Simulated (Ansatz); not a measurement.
The cluster B₂O₅H₄⁺. The state is a doublet with charge 1. Geometry PBE-D4/def2-SVP, that of the neutral singlet; atoms count from 1.

```xyz
11

B    -0.9139   -0.7437   -1.5009
B     0.8508    0.9220    1.1330
O     0.2454    0.7874   -0.1330
O     1.4545    2.1243    1.3687
O     0.8501   -0.0586    2.0733
O    -0.3621   -0.5381   -0.2461
O    -1.5140   -1.9441   -1.7160
H     0.3739   -0.8347    1.7227
H    -0.8731    0.0910   -2.3729
H    -1.4865   -2.5334   -0.9381
H     1.3748    2.7279    0.6093
```

The structure holds one bond between oxygen atoms, so isomers without such links may lie far lower. The structure comes from a short search, and lower isomers may exist.

(1) Estimate the Mulliken populations from the PBE0/def2-TZVP orbitals of Ansatz.

(2) Where does the spin sit?

(3) And the Mayer bond orders between bonded heavy atoms (over 0.3)?

## Answers

(1) 
| atom | charge (e) | spin (α − β) |
| --- | --- | --- |
| B1 | 0.19 | -0.05 |
| B2 | 0.30 | -0.04 |
| O3 | 0.07 | 0.44 |
| O4 | -0.22 | 0.19 |
| O5 | -0.29 | 0.00 |
| O6 | -0.01 | 0.32 |
| O7 | -0.22 | 0.15 |
| H8 | 0.35 | 0.00 |
| H9 | 0.11 | 0.00 |
| H10 | 0.36 | 0.00 |
| H11 | 0.37 | -0.01 |
Mulliken values and Mayer orders depend strongly on the basis.

(2) Summed by element: B -0.09, O 1.10, H -0.01, of 1 unpaired in all. Largest on single atoms: O3 0.44, O6 0.32, O4 0.19.

(3) B1–O6 0.98 (1.39 Å); B1–O7 1.47 (1.36 Å); B2–O3 0.93 (1.41 Å); B2–O4 1.39 (1.37 Å); B2–O5 1.46 (1.36 Å); O3–O6 1.07 (1.46 Å).
